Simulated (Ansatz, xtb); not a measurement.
Isomers of C5H5NO in order of energy

3 gas-phase structures of C5H5NO, from a drawn sample of its isomers (lower ones may exist). Each was relaxed with GFN2-xTB:

A. `N#C[C@@H]1CC=C1O`, a singlet
B. `N#CC1=C(O)CC1`, a singlet
C. `N#C[C@@H]1CCC1=O`, a singlet

Question: Which do you expect lowest at r2SCAN-D4/def2-SVP, and how would the others follow?

Answer: Calculated order at r2SCAN-D4/def2-SVP: C (0.0), B (7.1), A (14.4) kcal/mol.

Energies above the lowest of each column, in kcal/mol; the last columns are at B3LYP-D3(BJ)/def2-SVP geometries:

| structure | GFN2-xTB | HF/STO-3G | r2SCAN-D4/def2-SVP | B3LYP-D3(BJ)/def2-SVP | CCSD(T)/def2-SVP + ΔMP2/def2-TZVPP |
| --- | --- | --- | --- | --- | --- |
| C | 0.0 | 0.0 | 0.0 | 0.0 | 0.0 |
| B | 9.4 | 18.2 | 7.1 | 9.2 | 9.5 |
| A | 14.3 | 25.5 | 14.4 | 15.3 | 13.3 |

Every level run on C puts it lowest or level with the lowest. Flexible structures stand in one conformer each, not always the lowest. ΔMP2 is the change of the MP2 energy from the smaller to the larger basis.

Programs: Ansatz 0.2.0, xtb 6.7.1.
